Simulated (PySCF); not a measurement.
Correlation energy of Be (beryllium, neutral)

[He] 2s2, closed-shell 1S. All numbers are calculated (PySCF 2.14, the non-relativistic Hamiltonian (point nucleus), in aug-cc-pVDZ (4s3p2d, 23 functions)). Frozen: 1s2; 2 electrons correlated.

With two correlated electrons CCSD is exact within the correlated space (frozen core and kept virtual orbitals).

```
level  correlation energy (mhartree)
 CCSD                         -44.52
```

Diagnostics: T1 = 0.019, D1 = 0.0275, largest double amplitude 0.123.

Cost of the coupled-cluster step: of the order of 0.05 core-seconds, for 2 correlated electrons.

Iterations:

```
CC2 = 0
CCSD nocc = 1, nmo = 22
frozen orbitals [0]
max_cycle = 100
direct = 0
conv_tol = 1e-08
conv_tol_normt = 1e-06
diis_space = 8
diis_start_cycle = 0
Init t2, MP2 energy = -14.598152926645  E_corr(MP2) -0.0257726152231295
Init E_corr(CCSD) = -0.0257726152238284
cycle = 1  E_corr(CCSD) = -0.0350876479381509  dE = -0.00931503271  norm(t1,t2) = 0.0638073
cycle = 2  E_corr(CCSD) = -0.0393773200427293  dE = -0.0042896721  norm(t1,t2) = 0.034922
cycle = 3  E_corr(CCSD) = -0.0445786346780916  dE = -0.00520131464  norm(t1,t2) = 0.0198885
cycle = 4  E_corr(CCSD) = -0.0444874254845528  dE = 9.12091935e-05  norm(t1,t2) = 0.00084848
cycle = 5  E_corr(CCSD) = -0.0445387496011008  dE = -5.13241165e-05  norm(t1,t2) = 0.000213319
cycle = 6  E_corr(CCSD) = -0.0445209603974524  dE = 1.77892036e-05  norm(t1,t2) = 6.83202e-05
cycle = 7  E_corr(CCSD) = -0.0445221075206147  dE = -1.14712316e-06  norm(t1,t2) = 9.78158e-06
cycle = 8  E_corr(CCSD) = -0.0445221467306076  dE = -3.92099929e-08  norm(t1,t2) = 2.48561e-06
cycle = 9  E_corr(CCSD) = -0.0445219414124925  dE = 2.05318115e-07  norm(t1,t2) = 1.02055e-06
cycle = 10  E_corr(CCSD) = -0.044521900414764  dE = 4.09977286e-08  norm(t1,t2) = 1.59279e-07
cycle = 11  E_corr(CCSD) = -0.0445219036225173  dE = -3.20775331e-09  norm(t1,t2) = 3.14472e-08
CCSD converged
E(CCSD) = -14.61690221504438  E_corr = -0.04452190362251727
```
